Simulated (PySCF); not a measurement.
B(H)(Et)(vinyl) (C4H9B), SMILES C(BCC)=C. Geometry optimised at PBE-D3(BJ)/def2-SVP. The structure was generated by enumeration, and PubChem lists no compound with its InChIKey, so it may never have been made. Other conformers were not sampled.

Question: Give the equilibrium geometry at PBE-D3(BJ)/def2-SVP (PySCF confirms it by a frequency run) as Cartesian coordinates in Å. (An estimate is asked for; the answer gives what the named calculation found.)

Answer: One answer among several that fit: 
```xyz
14

B     -0.6983     0.7616     0.5816
H     -1.3689     1.6415     1.1095
C      0.8436     1.0554     0.4983
C      1.8356     0.1140    -0.1902
H      1.1126     1.1705     1.5808
H      0.9637     2.1022     0.1310
H      1.6860     0.0950    -1.2895
H      1.7329    -0.9295     0.1719
H      2.8874     0.4214    -0.0168
C     -1.4671    -0.5146     0.1293
C     -1.0817    -1.3530    -0.8646
H     -2.4604    -0.7104     0.5777
H     -1.7184    -2.1855    -1.2134
H     -0.1257    -1.2241    -1.3968
```
